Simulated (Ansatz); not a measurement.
One change: `[I][Al]([I])[I]` becomes `[I][In]([I])[I]`.

Ansatz, PBE0-D4/def2-TZVP geometries, multiplicity 1. 

Elements past krypton have def2 core potentials.

```
                                                                                  property  `[I][Al]([I])[I]`
                                            zero-point energy (PBE0-D4/def2-TZVP) / kJ/mol                7.8
ideal-gas entropy at 298 K and 1 bar (rigid rotor, harmonic PBE0-D4/def2-TZVP) / J/(mol·K)                374
                                        size of the dipole moment (ωB97M-V/def2-TZVPP) / D               0.00
                                                       HOMO–LUMO gap (PBE/def2-TZVPP) / eV               3.95
                                                     HOMO–LUMO gap (B3LYP/def2-TZVPP) / eV               5.34
                                                        HOMO energy (PBE0/def2-TZVPP) / eV              -7.73
```

Q: Give the same properties after the change, and the shifts. (An estimate is asked.)

A: Ansatz gave: 
```tsv
property	`[I][In]([I])[I]`	shift
zero-point energy (PBE0-D4/def2-TZVP) / kJ/mol	4.6	-3.2
ideal-gas entropy at 298 K and 1 bar (rigid rotor, harmonic PBE0-D4/def2-TZVP) / J/(mol·K)	399	25
size of the dipole moment (ωB97M-V/def2-TZVPP) / D	0.00	0.00
HOMO–LUMO gap (PBE/def2-TZVPP) / eV	2.96	-0.99
HOMO–LUMO gap (B3LYP/def2-TZVPP) / eV	4.31	-1.03
HOMO energy (PBE0/def2-TZVPP) / eV	-7.85	-0.12
```

With PBE0 the HOMO falls by 0.12 eV and the LUMO falls by 1.11 eV, so the gap narrows by about 0.99 eV. PBE moves the HOMO by -0.10 eV and ωB97M-V by -0.15 eV. Modes under 60 cm⁻¹, often nearly free rotors, make the harmonic entropy too high.

B3LYP here is the variant with VWN-RPA as its local correlation; programs differ in this.

Spin–orbit coupling is left out; it splits and shifts lone-pair levels of the heavy atoms by tenths of an eV.
